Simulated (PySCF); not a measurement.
# Computed properties of ClGe2H5, SMILES [Cl][GeH2][GeH3]

ClGe2H5, SMILES [Cl][GeH2][GeH3]. Geometry: PBE0-D3(BJ)/def2-SVP. The structure was generated by enumeration, and PubChem lists no compound with its InChIKey, so it may never have been made. One conformer was computed; it need not be the lowest. All values are computed for the isolated molecule unless a solvent is named; none is compared with measurement here.

**Structure.** The optimised structure has Cs symmetry. All 18 harmonic modes at PBE0-D3(BJ)/def2-SVP (PySCF) are real, so it is a minimum. With heavy atoms numbered as in [Cl:1][GeH2:2][GeH3:3], the shortest bond between them is Cl1–Ge2 at 2.178 Å and the longest Ge2–Ge3 at 2.420 Å.

**Vibrations.** The strongest infrared lines (harmonic, unscaled, degenerate partners summed) lie at 731 cm⁻¹ (305 km/mol, H 96 %), 2177 cm⁻¹ (146 km/mol, H 98 %), 2149 cm⁻¹ (99 km/mol, H 99 %). The softest mode is at 87 cm⁻¹ and the zero-point energy is 25.5 kcal/mol.

**Electronic structure.** CAM-B3LYP/def2-TZVPD (PySCF) places the frontier levels at -9.37 and 0.12 eV, a gap of 9.49 eV, and gives a dipole moment of 2.23 D and a mean polarisability of 81.2 bohr³. PBE/def2-TZVPD (PySCF) at the same geometry gives -6.94 and -1.64 eV, so its gap is 4.19 eV narrower. An orbital gap is neither the optical nor the fundamental gap.

**Excitations.** TDDFT-CAM-B3LYP/def2-SVPD (PySCF) has S1 at 6.15 eV (202 nm, f = 0.032, weak); the most intense of the 10 singlets computed lies at 7.37 eV (f = 0.21). T1 (TDA) is at 5.60 eV. TDDFT-PBE/def2-SVPD (PySCF) puts S1 at 5.55 eV. No vertical singlet excitation falls in the visible range (under 3.1 eV).

**NMR.** GIAO shifts at KT2/pcSseg-1 (PySCF) (non-relativistic, atoms alike by connectivity averaged): ¹H from 4.1 to 5.9 ppm against TMS. Without spin–orbit terms, shifts of atoms bonded to Cl or Br come out too high.
